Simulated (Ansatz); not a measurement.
Species: InBr2, charge 1, multiplicity 1. It need not be the lowest isomer of its formula. 
Structure (B3LYP-D3(BJ)/def2-TZVP (Ansatz, a first-principles code) minimum search):
```xyz
3

In     0.0000     0.0000     0.0000
Br     0.0000     0.0000    -2.3685
Br     0.0000     0.0000     2.3685
```
Charge +1, spin multiplicity 1.

Basis-set convergence of Hartree-Fock and CCSD correlation energies (hartree) with Ansatz. Cores are frozen in the correlated levels unless marked. No spin-orbit coupling. Frozen are the shells of the preceding noble gas and the d and f shells that filled before the atom's block. Past Kr the def2 sets carry scalar-relativistic core potentials.

| basis | functions | E(HF) | E(corr, CCSD) |
|---|---|---|---|
| def2-SVP | 90 | -5333.24473 | -0.29436 |
| def2-TZVPP | 146 | [?] | [?] |

### Question
Fill in the missing entries.

### Answer

- def2-TZVPP, E(HF): -5333.88856
- def2-TZVPP, E(corr, CCSD): -0.38493
